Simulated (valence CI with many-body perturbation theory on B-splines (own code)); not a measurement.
# Questions on Eu LVII

Method: relativistic CI+MBPT: five valence electrons over a frozen Dirac-Fock core [He], radial functions for each j: 11 s, 11 p, 10 d, 8 f, 5 g, 2 h, with the one-electron correlation potential Σ1, the two-electron term Σ2, the three-electron term Σ3, Breit, model QED; selected CI, second order for the rest, scaled by the run's own slope (own B-spline code, finite nucleus).

No measured spectrum was set against this ion. As an estimate, large intervals hold to a few tenths of a per cent, small ones and those within an open d or f shell to about a per cent. Among the levels kept, up to 7300 cm⁻¹ of a level comes from second order outside the variational space, and about a tenth of that is noise between levels of different J, which matters for small intervals.

Levels are named by their leading jj configuration (3d3/2^4 stands for four electrons in 3d with j = 3/2), which in mixed levels can hold well under half, so a name can repeat and another be missing.

Rates and lifetimes use the calculated energies. Strong lines usually hold to 10 to 20 %, long lifetimes can be off by a factor of two.

What is the ground level?

(2s^2 2p1/2^2 2p3/2) J=3/2, composition 48 % 2s2 2p3 2P° + 27 % 2s2 2p3 2D° + 25 % 2s2 2p3 4S°, g = 1.333.

What is the ionisation energy?

11739 eV; NIST lists 11739 ± 5 eV (theoretical).

How well does LS coupling describe the low levels?

Among the lowest 20 levels the leading LS term, summed over configurations, holds 62 % on average. For single configurations the figures are 62 % in LS and 100 % in jj coupling. Terms mix most in the J = 3/2 level at 6620.4 eV, where the leading one holds 34 %.

Name the longest-lived excited levels whose lifetime is computed, and their main decay.

(2s^2 2p1/2 2p3/2^2) J=5/2 at 679.5 eV lives 2.12 ns, mostly by M1 to (2s^2 2p1/2^2 2p3/2) J=3/2; (2s^2 2p1/2 2p3/2^2) J=1/2 at 719.7 eV lives 608 ps, mostly by M1 to (2s^2 2p1/2^2 2p3/2) J=3/2; (2s^2 2p1/2 2p3/2^2) J=3/2 at 657.5 eV lives 362 ps, mostly by M1 to (2s^2 2p1/2^2 2p3/2) J=3/2.

Among levels below 8635.2 eV, which E1 lines absorb most strongly from the ground level?

to (2s^2 2p1/2^2 3d5/2) J=5/2 at 0.1834 nm, f = 0.541; to (2s^2 2p1/2 2p3/2 3d3/2) J=5/2 at 0.1676 nm, f = 0.472; to (2s 2p1/2^2 2p3/2 3p1/2) J=3/2 at 0.1678 nm, f = 0.262.
